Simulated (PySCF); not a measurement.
A PySCF script (with the pyscf-properties extension) for the NMR shieldings of `C[Si@@H]1NC[SiH2]N1C=O`, C$_{3}$H$_{10}$N$_{2}$OSi$_{2}$, on a GFN2-xTB geometry:

```python
import basis_set_exchange as bse
import numpy as np
from pyscf import gto, dft
from pyscf.prop import nmr

atoms = """
C     2.389803    0.592302   -0.523461
Si    0.944793    0.040756    0.563927
N     0.454847   -1.558332    0.204285
C    -0.960056   -1.886950    0.151015
Si   -1.931295   -0.273574   -0.200136
N    -0.574843    0.794637    0.119950
C    -0.873384    2.085532   -0.005683
O    -1.982991    2.463516   -0.311177
H     2.586082    1.651575   -0.394473
H     3.295481    0.059251   -0.255683
H     2.197758    0.414787   -1.577303
H     1.170135    0.375866    1.982478
H     1.048689   -2.349706    0.394146
H    -1.121817   -2.635799   -0.627718
H    -1.291518   -2.341271    1.091844
H    -2.332874   -0.153337   -1.597091
H    -2.985227   -0.056400    0.783353
H    -0.042341    2.783464    0.190071
"""
names = dict.fromkeys(["C", "Si", "N", "O", "H"], "pcSseg-1")
basis = {el: gto.basis.parse(bse.get_basis(n, elements=[el], fmt="nwchem")) for el, n in names.items()}
mol = gto.M(atom=atoms, basis=basis, charge=0, verbose=0)
mf = dft.RKS(mol, xc="PBE0")
mf.grids.level = 2
mf.grids.alignment = dft.numint.BLKSIZE   # the property module wants whole blocks of grid points
mf.conv_tol = 1e-9
mf.kernel()

calc = nmr.RKS(mf)   # GIAO
C = mf.mo_coeff
Co = C[:, mf.mo_occ > 0]
resp = mf.gen_response(singlet=True, hermi=2)
def vind(x):   # induced exchange potential for any number of trial vectors
    d = np.einsum("pi,xij,qj->xpq", C, 2 * x.reshape(-1, C.shape[1], Co.shape[1]), Co, optimize=True)
    return np.einsum("xpq,pi,qj->xij", resp(d - d.transpose(0, 2, 1)), C, Co, optimize=True).ravel()
mo1, _ = nmr.rhf.solve_mo1(calc, with_cphf=vind)
sigma = calc.kernel(mo1)
for i, s in enumerate(sigma):   # ppm
    w = np.linalg.eigvalsh((s + s.T) / 2)
    print("%2d %-2s iso %8.1f  s11 %8.1f  s22 %8.1f  s33 %8.1f" % (i, mol.atom_pure_symbol(i), w.mean(), *w))
```

Q: What are the results?

A: 
```
 0 C  iso    184.7  s11    174.0  s22    183.3  s33    196.7
 1 Si iso    362.3  s11    313.5  s22    366.0  s33    407.6
 2 N  iso    243.8  s11    198.9  s22    241.2  s33    291.4
 3 C  iso    159.7  s11    138.3  s22    146.5  s33    194.2
 4 Si iso    384.0  s11    361.9  s22    378.3  s33    411.6
 5 N  iso    135.3  s11     36.1  s22    154.2  s33    215.7
 6 C  iso     17.3  s11    -73.2  s22     23.7  s33    101.4
 7 O  iso   -142.4  s11   -428.8  s22   -263.1  s33    264.6
 8 H  iso     31.5  s11     27.1  s22     28.9  s33     38.3
 9 H  iso     31.4  s11     27.3  s22     28.8  s33     38.1
10 H  iso     31.5  s11     27.1  s22     29.3  s33     37.9
11 H  iso     26.1  s11     22.8  s22     23.7  s33     31.8
12 H  iso     31.5  s11     21.1  s22     30.1  s33     43.4
13 H  iso     28.8  s11     23.7  s22     26.8  s33     36.0
14 H  iso     28.9  s11     23.1  s22     27.0  s33     36.6
15 H  iso     26.6  s11     23.2  s22     24.3  s33     32.5
16 H  iso     26.7  s11     23.2  s22     24.4  s33     32.5
17 H  iso     23.3  s11     18.8  s22     23.9  s33     27.1
```

These numbers come from an equivalent density-fitted implementation of the same equations, which agrees with the script to about 0.01 ppm for H and up to a few tenths of a ppm for heavy atoms, so last digits may differ.

Q: Turn these shieldings into chemical shifts. Referencing at the same level of theory: $^{13}$C (186.93 ppm), $^{29}$Si (349.16 ppm), $^{1}$H (31.72 ppm) vs TMS; $^{15}$N (267.73 ppm) vs NH3; $^{17}$O (336.08 ppm) vs H2O.

A: Averaging equivalent atoms: C 6: 169.7; C 3: 27.2; C 0: 2.3; Si 1: -13.2; Si 4: -34.8; N 5: 132.4; N 2: 23.9; O 7: 478.5; H 17: 8.45; H 11: 5.58; H 15: 5.08; H 16: 5.02; H 13: 2.89; H 14: 2.81; H 8/9/10: 0.27; H 12: 0.20 ppm. Unscaled 17O shifts of doubly bonded oxygen tend to come out too high, by tens of ppm or more. Experimental scales use liquid or dissolved standards, which lie at an offset from isolated NH3 (liquid NH3: subtract about 20 ppm) and H2O (liquid H2O: subtract about 36 ppm).

Size and cost of the density-fitted run: 200 basis functions, 39 s wall time on 1 thread of an Arm Neoverse V1, shared host; peak memory 0.82 GiB.
